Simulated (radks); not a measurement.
Results of a calculation; reference values are marked as such.
C IV, 3 electrons, occupied as [He] 2s1.

Level of theory: non-relativistic Kohn-Sham, r2SCAN, spin-polarised, spherical densities, point nucleus; open shells are filled with parallel spins first; meta-GGA in the generalised Kohn-Sham scheme (a radial shooting solver on a logarithmic mesh with Libxc functionals).

Energy parts (hartree):
total: -34.77401
kinetic: 34.72401
electron-nucleus: -74.84708
Hartree: 9.34688
exchange-correlation: -3.99782

Orbitals (lengths in bohr, moments of r in powers of bohr; r(max) is where P^2 peaks; r(90%) holds 90 % of the orbital's charge):
| orbital | occ. | eigenvalue (hartree) | <r^4> | r(max) | r(90%) | <1/r> |
|---|---|---|---|---|---|---|
| 1s up | 1 | -12.34001 | 0.02495 | 0.1737 | 0.480 | 5.679 |
| 1s down | 1 | -12.30681 | 0.02466 | 0.1741 | 0.481 | 5.666 |
| 2s up | 1 | -2.13310 | 6.033 | 1.082 | 1.95 | 1.130 |
| 2p up | 0 | -1.79310 | 5.812 | 0.9763 | 1.94 | 1.046 |

The highest occupied level is 2s up at -58.045 eV. Virial ratio -V/T = 2.00144. Summed over all electrons, <r^2> = 2.093 bohr^2, which gives a Langevin (diamagnetic) susceptibility term of -1.66 x 10^-6 cm^3/mol. The density falls to 0.001 e/bohr^3 at r = 2.44 bohr. For comparison, the ionisation energy in NIST's Atomic Spectra Database is 64.494 eV (measured). In exact Kohn-Sham theory the highest level is minus the ionisation energy, but local and semilocal functionals leave it too shallow, through self-interaction and a potential that decays too fast; potentials with the right tail come closer.
